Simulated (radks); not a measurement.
Results of a calculation; reference values are marked as such.
Neutral ytterbium inside a hard spherical wall (all orbitals vanish at R), configuration held at [Xe] 4f14 6s2 and not refilled when levels cross. Level of theory: scalar-relativistic Kohn-Sham, PBE, spin-unpolarised, spherical densities, point nucleus (a radial shooting solver on a logarithmic mesh with Libxc functionals). Eigenvalues in eV, with the zero of energy where the potential of the charges vanishes at infinity; a dash marks a level that is unbound or too diffuse for the functional's potential to be trusted. A positive occupied level is held by the wall or, in an anion where self-interaction has pushed it up, behind a barrier. The pressure on the wall is -dE/dV.

| R (bohr) | E (hartree) | kinetic (hartree) | e(5s) | e(5p) | e(6s) | e(4f) | e(6p, empty) | e(5d, empty) | pressure (GPa) |
|---|---|---|---|---|---|---|---|---|---|
| free | -14059.8048 | 15324.140 | -54.929 | -27.426 | -3.920 | -3.018 | - | - | 0 |
| 20 | -14059.8048 | 15324.140 | -54.929 | -27.426 | -3.920 | -3.018 | -1.106 | -0.667 | < 0.0001 |
| 15 | -14059.8048 | 15324.140 | -54.927 | -27.424 | -3.919 | -3.016 | -1.090 | -0.661 | 0.000124 |
| 12 | -14059.8045 | 15324.143 | -54.903 | -27.400 | -3.901 | -2.992 | -1.006 | -0.620 | 0.00430 |
| 10 | -14059.8028 | 15324.158 | -54.794 | -27.293 | -3.815 | -2.886 | -0.767 | -0.489 | 0.0449 |
| 8 | -14059.7912 | 15324.234 | -54.347 | -26.852 | -3.414 | -2.450 | 0.065 | -0.006 | 0.474 |
| 4 | -14059.0646 | 15327.054 | -47.739 | -20.571 | 8.940 | 4.435 | 19.004 | 8.314 | 129 |
| 3.5 | -14058.4143 | 15329.503 | -44.505 | -17.456 | 17.808 | 8.131 | 31.091 | 12.954 | 356 |
| 2 | -14041.7719 | 15386.930 | -0.924 | 32.052 | 168.27 | 57.704 | 205.98 | 81.534 | 23100 |
